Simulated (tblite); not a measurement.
C₄H₁₂FPSi₂.
Numbering: `[CH3:1][CH2:2][C:3]1([CH2:4][F:5])[SiH2:6][PH:7][SiH2:8]1` (hydrogens: H9, H10, H11 on C1; H12, H13 on C2; H14, H15 on C4; H16, H17 on Si6; H18 on P7; H19, H20 on Si8)

Geometry (GFN2-xTB, Å), atoms numbered from 1 in this order:
```xyz
20
C4H12FPSi2 angstrom
C      2.2092   -0.6053    0.6412
C      1.2769   -0.3740   -0.5444
C     -0.1006    0.1600   -0.1576
C      0.0329    1.4954    0.5500
F     -1.2186    2.0275    0.7898
Si    -1.3185    0.3224   -1.6629
P     -2.8544   -1.0090   -0.6771
Si    -1.1998   -1.0728    0.8602
H      1.7122   -1.2001    1.4046
H      3.1013   -1.1367    0.3175
H      2.5228    0.3360    1.0853
H      1.1412   -1.3211   -1.0724
H      1.7531    0.3224   -1.2422
H      0.5675    2.2310   -0.0633
H      0.5137    1.4118    1.5304
H     -1.7156    1.6995   -1.9394
H     -0.7568   -0.3049   -2.8611
H     -3.5430    0.0261   -0.0769
H     -0.6087   -2.4113    0.9145
H     -1.5199   -0.5864    2.2006
```

Calculated harmonic vibrations of the isolated species, GFN2-xTB (tblite), most abundant isotopes, no scaling. The method is semi-empirical: single wavenumbers can be off by several per cent or more. Modes of hydrogen on phosphorus and silicon can be 10 to 20 % off. One conformer, not necessarily the lowest.

Harmonic wavenumbers (cm⁻¹): 31.6, 89.0, 108.4, 150.8, 166.3, 219.4, 252.2, 261.4, 308.3, 350.5, 406.7, 415.1, 437.1, 450.7, 477.0, 505.3, 542.5, 551.8, 578.3, 649.5, 685.3, 686.4, 729.7, 748.9, 764.6, 825.4, 976.9, 997.9, 1025.9, 1043.1, 1101.4, 1148.1, 1174.4, 1221.7, 1274.1, 1322.7, 1340.3, 1412.7, 1462.6, 1495.5, 1500.7, 1511.5, 2244.6, 2246.5, 2268.6, 2285.5, 2339.4, 2911.7, 2934.6, 2936.7, 2966.9, 3030.7, 3033.4, 3044.2.

A = 1528, B = 931.1, C = 848.4 MHz; mass 166.020 u (most abundant isotopes); point group C1, symmetry number 1.

Question: Zero-point energy?

Answer: Half the sum of the wavenumbers: 31822 cm⁻¹ = 380.68 kJ/mol.

Question: Entropy at 273.15 K, 1 bar (ideal gas, RRHO, classical rotation)?

Answer: Translation 170.79, rotation 124.29, vibration 132.09: S = 427.2 J/(mol K).

Question: And Cp and H(273.15 K) − H(0)?

Answer: Cp = 182.20 J/(mol K), of which vibrations give 148.94 (their classical limit is 54 R = 449.0); H(273.15 K) − H(0) = 28.90 kJ/mol without the zero-point energy, 19.82 from vibrations.

Question: How do the functions run with temperature in this model?

Answer: 
```
 T (K)  S (J/(mol K))  Cp (J/(mol K))  H − H(0) (kJ/mol)  G − H(0) (kJ/mol)  ln q(vib)
   150          339.8           114.0              10.52             -40.44       3.33
   250          411.6           170.4              24.82             -78.07       6.42
298.15          443.7           194.3              33.61             -98.67       7.96
   400          507.1           237.9              55.70            -147.13      11.22
   600          616.3           301.1             110.02            -259.78      17.44
   900          750.9           361.7             210.20            -465.62      25.96
```

q(vib) and H(0) count from the zero-point level.

Question: Blend soft modes into free rotors: weight 1/[1 + (100 cm⁻¹/ν̃)⁴] for the oscillator and the rest for a rotor with moment μB/(μ + B), μ = h/(8π²ν), B = 10⁻⁴⁴ kg m². What vibrational entropy results?

Answer: 122.96 J/(mol K) in place of 132.09, which changes −T·S at 273.15 K by +2.49 kJ/mol.

Question: What must be added to the electronic energy to get the Gibbs energy at 273.15 K and 1 bar?

Answer: ZPE + [H(273.15 K) − H(0)] − T·S = 380.68 + 28.90 − 116.68 = 292.90 kJ/mol.

Hindered rotation and anharmonicity are outside this model. Other conformers, if any are populated, would add a mixing term that is left out. The structure is chiral; the term R ln 2 for an equal mix with its mirror image is left out.
